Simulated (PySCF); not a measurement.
A run for PySCF: R-B3LYP/3-21G on CH4O2Sn (SMILES C[O][Sn][OH]), a point of a torsion scan.

```python
from pyscf import gto, scf, dft, mp
from pyscf.data.elements import chemcore

mol = gto.M(
    atom='''
    C    -1.33290543    0.21687056   -0.41008005
    O    -0.45662311    0.62663228    0.60428682
    Sn    1.22037158    0.19426324    1.66980991
    O     1.82442196   -1.58613423    0.88394268
    H    -2.34878862    0.16103624   -0.01015628
    H    -1.06083173   -0.76313628   -0.81404712
    H    -1.31674342    0.94736497   -1.22308677
    H     1.41787514   -2.08974191    0.18087742
    ''',
    basis='3-21g',
    charge=0, spin=0, verbose=3, max_memory=1800)
mf = dft.RKS(mol, xc='b3lyp')
mf.conv_tol = 1e-8
mf.max_cycle = 100
mf.kernel()
if not mf.converged:
    mf = mf.newton().run(mf.mo_coeff, mf.mo_occ)
```

The log:

```
converged SCF energy = -6188.78376155393
```

The calculation finished and met its thresholds.

Cost: very roughly 16 core-seconds.
